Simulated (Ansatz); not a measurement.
`[CH3][GeH]([NH2])[Cl]` and `[CH3][GeH]([NH2])[SH]` differ in one atom or group.

Ansatz, PBE0-D4/def2-TZVP geometries, multiplicity 1. Each molecule was computed in one conformer, which needn't be the lowest.

Scalar relativity is left out up to krypton.

```json
{"property": "size of the dipole moment (PBE/def2-TZVPP) / D", "`[CH3][GeH]([NH2])[Cl]`": "1.89"}
{"property": "HOMO energy (PBE/def2-TZVPP) / eV", "`[CH3][GeH]([NH2])[Cl]`": "-6.31"}
{"property": "HOMO energy (ωB97M-V/def2-TZVPP) / eV", "`[CH3][GeH]([NH2])[Cl]`": "-10.09"}
{"property": "HOMO–LUMO gap (PBE0/def2-TZVPP) / eV", "`[CH3][GeH]([NH2])[Cl]`": "8.36"}
{"property": "LUMO energy (PBE/def2-TZVPP) / eV", "`[CH3][GeH]([NH2])[Cl]`": "-0.35"}
{"property": "HOMO energy (B3LYP/def2-TZVPP) / eV", "`[CH3][GeH]([NH2])[Cl]`": "-7.49"}
```

(1) What does the change do to each property? (Best estimate.)

Answers

(1) Ansatz gave: 
```tsv
property	`[CH3][GeH]([NH2])[SH]`	shift
size of the dipole moment (PBE/def2-TZVPP) / D	2.21	0.32
HOMO energy (PBE/def2-TZVPP) / eV	-5.86	0.45
HOMO energy (ωB97M-V/def2-TZVPP) / eV	-9.31	0.78
HOMO–LUMO gap (PBE0/def2-TZVPP) / eV	7.57	-0.79
LUMO energy (PBE/def2-TZVPP) / eV	-0.44	-0.09
HOMO energy (B3LYP/def2-TZVPP) / eV	-6.85	0.64
```

With PBE0 the HOMO rises by 0.65 eV and the LUMO falls by 0.13 eV, so the gap narrows by about 0.78 eV. PBE moves the HOMO by 0.45 eV and ωB97M-V by 0.78 eV. Dipoles are sizes alone; their direction can turn.

B3LYP here is the variant with VWN-RPA as its local correlation; programs differ in this.
